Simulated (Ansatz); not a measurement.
Ansatz (an electronic-structure program) input (B3LYP-D3(BJ)/def2-TZVP):

Ansatz 0.2 input:
```yaml
crystal:
  periodic: [false, false, false]
  atoms:
    - {symbol: Sb, position_ang: [-0.64070504, -0.49626975, 0.88867687]}
    - {symbol: I, position_ang: [-0.99054538, 1.88628328, -0.44057935]}
    - {symbol: I, position_ang: [1.58696279, -1.37912965, -0.46213155]}
basis:
  gaussian:
    orbitals: def2-TZVP
hamiltonian:
  xc: b3lyp
  dispersion: d3bj
magnetization: {spin_polarized: true, initial_magnetization: 1}
relax: {f_tol: 0.002, max_steps: 150}
```

End of the output:

```
relax step   2: F+E_penalty+E_count = -22749.59155480 eV  Δ(F+E_penalty+E_count) = -6.668e-3 eV  max|allowed force component| = 6.096e-2 eV/Å  Δτ_max = 0.0593 Å  (35 SCF iters, accepted)
these checks for a lower state are left out or cut short: starts, cluster_reference, orbital_swaps, neighbouring_geometries, increment
integrals: 0.08 GiB planned
1258 factors; their error is unknown
mean field: 1.01 GiB planned
mean field evaluation 32: about -22749.2974 eV, gradient 3.2e-3 eV
mean field -22749.29743449 eV, -836.0212606899 hartree, gradient 2.2e-5 eV, S^2 0.752986; 0 other end points of the search recorded, 0 dependent functions left out
the calculation of the forces begins
reference -22749.29764604 eV, -836.0212684640 hartree; 37, 36 occupied and 113, 114 virtual orbitals, 1258 factors
relax step   3: F+E_penalty+E_count = -22749.59254701 eV  Δ(F+E_penalty+E_count) = -9.922e-4 eV  max|allowed force component| = 2.107e-3 eV/Å  Δτ_max = 0.0176 Å  (35 SCF iters, accepted)
these checks for a lower state are left out or cut short: starts, cluster_reference, orbital_swaps, neighbouring_geometries, increment
integrals: 0.08 GiB planned
1258 factors; their error is unknown
mean field: 1.01 GiB planned
mean field -22749.29734353 eV, -836.0212573471 hartree, gradient 2.1e-5 eV, S^2 0.752985; 0 other end points of the search recorded, 0 dependent functions left out
the calculation of the forces begins
reference -22749.29755506 eV, -836.0212651208 hartree; 37, 36 occupied and 113, 114 virtual orbitals, 1258 factors
relax step   4: F+E_penalty+E_count = -22749.59254855 eV  Δ(F+E_penalty+E_count) = -1.539e-6 eV  max|allowed force component| = 3.082e-4 eV/Å  Δτ_max = 0.0009 Å  (36 SCF iters, accepted)
integrals: 0.08 GiB planned
1258 factors; their error is unknown
mean field: 1.01 GiB planned
mean field evaluation 64: about -22749.2973 eV, gradient 1.2e-3 eV
mean field -22749.29734353 eV, -836.0212573471 hartree, gradient 2.1e-5 eV, S^2 0.752985; 1 other end points of the search recorded, 0 dependent functions left out
the calculation of the forces begins
reference -22749.29755506 eV, -836.0212651208 hartree; 37, 36 occupied and 113, 114 virtual orbitals, 1258 factors
Total energy: -22749.59276008 eV, -836.0321137052 hartree
Atom 0 at    -0.618603    -0.478679     0.857175 Å, force    -0.000159    -0.000133     0.000231 eV/Å
Atom 1 at    -1.019177     1.899783    -0.424696 Å, force    -0.000110     0.000308    -0.000115 eV/Å
Atom 2 at     1.593493    -1.410220    -0.446512 Å, force     0.000268    -0.000175    -0.000116 eV/Å
Dipole moment:    -0.188038    -0.150191     0.268382 e Å
```

It need not be the lowest isomer of its formula.
